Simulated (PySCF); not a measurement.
Compound: C₃H₁₃NSi₂.
Z-matrix (Å and degrees, PBE0-D3(BJ)/def2-SVP geometry), rows numbered from 1:
```
C 
C   1  1.5228
C   2  1.5246  1  112.08
N   2  1.4763  1  111.87  3   125.86
Si  4  1.7440  2  114.90  1   133.21
Si  4  1.7475  2  121.02  1   -47.16
H   1  1.1003  2  110.78  3    57.98
H   1  1.1034  2  111.17  3   -61.10
H   1  1.0998  2  111.00  3   178.66
H   2  1.1076  1  106.75  3  -117.30
H   3  1.1014  2  110.75  1    62.05
H   3  1.1000  2  110.69  1  -178.28
H   3  1.1011  2  111.11  1   -57.92
H   5  1.4991  4  111.07  2    56.35
H   5  1.4912  4  109.07  2   177.02
H   5  1.4988  4  111.11  2   -62.28
H   6  1.4973  4  111.39  2   -47.08
H   6  1.4978  4  113.46  2    73.50
H   6  1.4911  4  107.37  2  -166.68
```

The calculation used core-valence-separated Tamm–Dancoff BHandHLYP/aug-pcX-1 (pcseg-1 on H, def2-SVPD on Si) in PySCF, non-relativistic, gas phase, PBE0-D3(BJ)/def2-SVP geometry. Absolute energies from this functional tend to lie a few eV below measured edges; no shift was applied.

What does the N 1s absorption edge look like?

```tsv
E (eV)	f	core hole on	main final orbital
399.46	0.0063	N4	LUMO+1 (43 %)
400.23	0.0174	N4	LUMO+6 (74 %)
400.38	0.0276	N4	LUMO+5 (47 %)
400.54	0.0021	N4	spread
400.65	0.0030	N4	LUMO (37 %)
401.24	0.0012	N4	LUMO+2 (63 %)
401.27	0.0089	N4	LUMO+4 (42 %)
```

The first line with a tenth or more of the strongest one's intensity is at 399.46 eV (f = 0.006), with the hole on N4 (nitrogen bridging silicon atoms). The strongest listed is at 400.38 eV (f = 0.028; N4).

What does the C 1s absorption edge look like?

```tsv
E (eV)	f	core hole on	main final orbital
285.34	0.0104	C3	LUMO (59 %)
285.42	0.0103	C1	LUMO (64 %)
286.07	0.0224	C3	spread
286.12	0.0283	C1	spread
286.18	0.0566	C1/C3	spread (2 roots, f summed)
286.59	0.0272	C2	LUMO+1 (34 %)
286.62	0.0191	C1/C3	LUMO+1/LUMO+2 (2 roots, f summed)
286.96	0.0022	C3	LUMO+1 (51 %)
287.05	0.0003	C1	LUMO+2 (64 %)
287.11	0.0025	C3	LUMO+3 (42 %)
287.18	0.0007	C1	LUMO+3 (63 %)
287.34	0.0073	C3	spread
287.50	0.0082	C3	spread
```

The first line with a tenth or more of the strongest one's intensity is at 285.34 eV (f = 0.010), with the hole on C3 (methyl carbon). The strongest listed is at 286.18 eV (f = 0.057, sum of 2; C1/C3).

Roots within 0.03 eV whose holes lie on the same, on equivalent or on shared atoms are summed into one line, and the highest roots are left out, as the search may have cut off their partners. Final orbitals are the ground state's empty Kohn–Sham orbitals.

What are the wavelength and the wavenumber of the 400.65 eV line?

λ = 12398.42 eV Å/400.65 eV = 30.946 Å; 3.2315 × 10⁶ cm⁻¹.

The ionisation thresholds weren't computed; near and above them a finite basis only mimics Rydberg series and continuum.

One conformer stands for the species.
